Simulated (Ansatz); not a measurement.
`[OH][Sn]([F])([F])[F]` + HCl → `[F][Sn]([F])([F])[Cl]` + H₂O at 500 K and 1 bar (ligand exchange at the Sn–O bond).

Computed with Ansatz on PBE0-D4/def2-TZVP structures; ΔE is electronic, products minus reactants. CBS: MP2 limit from def2 TZ/QZ plus the TZ coupled-cluster correction, frozen cores. This one scheme is used for every species. Elements past krypton have def2 core potentials. For Sn outer-core shells are correlated without core-valence functions, which leaves a few kJ/mol of doubt a bond. Each species was taken in one conformer, which may not be the lowest.

```tsv
species	CCSD(T)/CBS energy (Eh)	H − E (kJ/mol)	S (J/(mol·K))
`[OH][Sn]([F])([F])[F]`	-589.29279	92.9	417.1
HCl	-460.38127	32.5	201.9
`[F][Sn]([F])([F])[Cl]`	-973.31691	58.5	396.2
H₂O	-76.37941	73.2	206.3
```

H − E and S are ideal-gas, rigid-rotor, harmonic terms from PBE0-D4/def2-TZVP, for one conformer and one mirror image of each species. 1 Eh = 2625.50 kJ/mol, R = 8.31446 J/(mol·K).

Question: By hand: ΔE, ΔH, ΔS and ΔG.

Answer: ΔE = (-973.31691) + (-76.37941) − (-589.29279) − (-460.38127) = -0.02226 Eh = -58.4 kJ/mol. Δ(H − E) = 58.5 + 73.2 − 92.9 − 32.5 = 6.3, so ΔH = -52.1 kJ/mol. ΔS = 396.2 + 206.3 − 417.1 − 201.9 = -16.5 J/(mol·K). ΔG = -52.1 − 500 × (-16.5)/1000 = -43.9 kJ/mol.

Question: By hand: the equilibrium constant, and the temperature at which ΔG would vanish if ΔH and ΔS stayed fixed.

Answer: log₁₀ K = −ΔG/(RT ln 10) = 4.6. ΔG = 0 at ΔH/ΔS = 3158 K, far beyond where these terms or the molecules hold.

ΔH outweighs TΔS. A doubt of 5 kJ/mol in ΔE shifts log₁₀ K by 0.5 here. Other conformers and mirror images would add mixing entropy, several J/(mol·K) or more a flexible species. These are equilibria of isolated gas molecules and say nothing of rates. Largest T1 diagnostic: 0.015 (customary marks: 0.02 for closed shells, 0.045 for open ones).
